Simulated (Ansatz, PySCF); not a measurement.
Al(Cl)(NCO)(OH) (CHAlClNO2), SMILES O=C=[N][Al]([OH])[Cl].

Geometry optimised at PBE0-D3(BJ)/def2-SVP. Other conformers were not sampled.

Vertical ionisation energy (IE) and electron affinity (EA) in eV. Rows of orbital energies are one-electron estimates. Where ΔSCF, EOM or ADC give a negative EA the extra electron is unbound and the value depends on the basis.

```tsv
level	IE	EA
−ε(HOMO), −ε(LUMO), ωB97X/def2-TZVP (PySCF)	11.25	-1.11
−ε(HOMO), −ε(LUMO), PBE/def2-TZVP (PySCF)	7.44	1.71
ΔSCF, CAM-B3LYP/def2-SVPD (Ansatz), final states of multiplicity 2 and 2	11.38	-0.13
ΔSCF, PBE/def2-SVPD (Ansatz), final states of multiplicity 2 and 2	10.52	0.07
```

### Question
What vertical singlet–triplet gap does ΔSCF give with CAM-B3LYP/def2-SVPD (Ansatz, an electronic-structure program) and with PBE/def2-SVPD (Ansatz)? (An estimate is asked for; the answer gives what the named calculation found.)

### Answer
6.43 and 5.84 eV (triplet above singlet where positive).
